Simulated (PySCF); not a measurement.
Cl3Tl, SMILES [Cl][Tl]([Cl])[Cl].

Coordinates come from a B3LYP-D3(BJ)/def2-SVP optimisation. The def2 effective core potentials stand for the cores of Tl; spin–orbit coupling is left out.

Two levels are set side by side: PBE/def2-TZVPD (PySCF) and HF/def2-TZVPD (PySCF). Same geometry, gas phase. Differences are taken from unrounded values.

```csv
quantity,PBE
orbital gap (eV),2.87
highest occupied level (eV),-8.05
lowest empty level (eV),-5.18
mean polarisability (bohr³),94.2
```

Task: These are the PBE values. What does HF give? (The exact figures need the calculation; the answer reports its results.)

Result: 
| quantity | HF | PBE minus HF |
|---|---|---|
| orbital gap (eV) | 11.46 | -8.59 |
| highest occupied level (eV) | -12.52 | 4.46 |
| lowest empty level (eV) | -1.06 | -4.12 |
| mean polarisability (bohr³) | 82.7 | 11.5 |

Without exact exchange PBE keeps part of each electron's self-repulsion, which lifts occupied levels and narrows the gap. PBE's more diffuse valence density responds more strongly to a field. Differences between two approximate levels are no errors against the true value.

Rough cost on one machine, each run with all the roots and properties that it gave: HF against PBE within a factor of 2.
